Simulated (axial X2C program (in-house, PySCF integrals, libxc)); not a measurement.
## NaPd⁺: from the spin-free to the two-component result

All values were computed with an axial X2C code built on PySCF integrals. Spin-free means the one-electron spin-free X2C Hamiltonian; two-component (2c) means X2C with spin–orbit coupling and atomic mean-field two-electron Coulomb and Gaunt terms, so the difference of the two also holds small scalar two-electron terms. Basis: Pd dyall-cv3z [12s12p8d5f3g], Na dyall-cv3z [9s8p5d2f] (cores contracted in-house); Gaussian nuclei, density fitting, unrestricted open shells. Masses: Pd 105.903 u, Na 22.990 u.

Spin-free state: M_S = 0, Λ = 0 (closed shell); fragments Pd + Na+.

```json
{"level": "PBE0", "Re (Å)": "2.868", "ωe (cm⁻¹)": "132.8", "De (eV)": "0.455", "μ (D)": "8.72"}
{"level": "HF", "Re (Å)": "2.905", "ωe (cm⁻¹)": "115.9", "De (eV)": "n/a", "μ (D)": "9.63"}
{"level": "MP2", "Re (Å)": "2.941", "ωe (cm⁻¹)": "123.6", "De (eV)": "0.356", "μ (D)": "n/a"}
{"level": "CCSD", "Re (Å)": "2.908", "ωe (cm⁻¹)": "125.4", "De (eV)": "0.329", "μ (D)": "n/a"}
{"level": "CCSD(T)", "Re (Å)": "2.924", "ωe (cm⁻¹)": "126.8", "De (eV)": "0.360", "μ (D)": "n/a"}
{"level": "B3LYP", "Re (Å)": "2.881", "ωe (cm⁻¹)": "132.1", "De (eV)": "0.471", "μ (D)": "8.67"}
```

Correlated methods: 10 electrons correlated (number of frozen shells: Pd 4 s, 3 p, 1 d; Na 2 s, 1 p), 312 virtual spin orbitals or spinors in MP2, 88 natural virtuals in coupled cluster.

Dipoles are positive if Na is the positive end and refer to the centre of mass.

Two-component determinant lowest at the distance of the search:

Ω = 0 (closed shell); fragments Pd + Na+.

```json
{"level": "PBE0", "Re (Å)": "2.870", "ωe (cm⁻¹)": "132.5", "De (eV)": "0.459", "μ (D)": "8.71"}
{"level": "HF", "Re (Å)": "2.906", "ωe (cm⁻¹)": "115.9", "De (eV)": "n/a", "μ (D)": "9.62"}
{"level": "MP2", "Re (Å)": "2.942", "ωe (cm⁻¹)": "123.6", "De (eV)": "0.358", "μ (D)": "n/a"}
{"level": "CCSD", "Re (Å)": "2.909", "ωe (cm⁻¹)": "125.5", "De (eV)": "0.328", "μ (D)": "n/a"}
{"level": "CCSD(T)", "Re (Å)": "2.926", "ωe (cm⁻¹)": "126.8", "De (eV)": "0.362", "μ (D)": "n/a"}
{"level": "B3LYP", "Re (Å)": "2.884", "ωe (cm⁻¹)": "131.8", "De (eV)": "0.476", "μ (D)": "8.65"}
```

(1) From the two tables, how do the constants change at the CCSD(T) level (2c against spin-free)?

The state is a single determinant with fixed occupations, the lowest that a limited PBE0 search found. The closed shell is kept restricted, so the energy runs too high when the bond is stretched far. Dissociation energies refer to the lowest single-determinant-based atoms at the same level and basis. De is not given where an atomic determinant may have missed its ground term or J level, or where the truncated virtual space spoils (T). CCSD and (T) use frozen natural virtuals with an MP2 correction for the truncation; (T) itself is uncorrected, so its De runs slightly low. With the outer-core shells frozen, correlated bond lengths of heavy atoms tend to come out a few hundredths of an ångström too long.

Results:

(1) At the CCSD(T) level Re increases by 0.002 Å and ωe is unchanged to within 0.2 cm⁻¹; De changes by 0.002 eV.
